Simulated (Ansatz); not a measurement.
Program: Ansatz. Geometries: PBE0-D4/def2-TZVP. ΔE: electronic, gas phase. CCSD(T)/CBS adds triple-zeta CCSD(T) − MP2 to the extrapolated MP2 energy (def2 sets, frozen cores). This one scheme is used for every species. DFT in def2-TZVPP. Each species was taken in one conformer, which may not be the lowest.

`C[SiH](F)O[SiH2]O` + H₂O → `C[SiH](O)O[SiH2]O` + H–F  (formal hydrolysis of the Si–F bond)

Is it downhill or uphill in electronic energy at CCSD(T)/CBS, and by how much? (Estimate.)

Ansatz gave: Uphill: ΔE = +45.3 kJ/mol.

What do these levels give: ωB97M-V, PBE0, MP2/def2-TZVPP, CCSD/def2-TZVPP, CCSD(T)/def2-TZVPP, MP2/def2-QZVPP? (An estimate is asked.)

Computed: ωB97M-V 45.4, PBE0 45.1, MP2/def2-TZVPP 41.9, CCSD/def2-TZVPP 45.4, CCSD(T)/def2-TZVPP 43.5, MP2/def2-QZVPP 43.6 kJ/mol.

Largest T1 diagnostic among the species: 0.011.

In def2-TZVPP, CCSD(T) changes the Hartree–Fock value by −11.7 kJ/mol (the triples alone add −2.0 kJ/mol) and MP2 by −13.3 kJ/mol. The D4 term adds −4.0 kJ/mol with B3LYP and −2.0 kJ/mol with PBE0; it sums over pairs of atoms, weighted by their polarisabilities, and B3LYP, whose exchange is more repulsive, gets the larger term.

B3LYP here is the variant with VWN-RPA as its local correlation; programs differ in this.
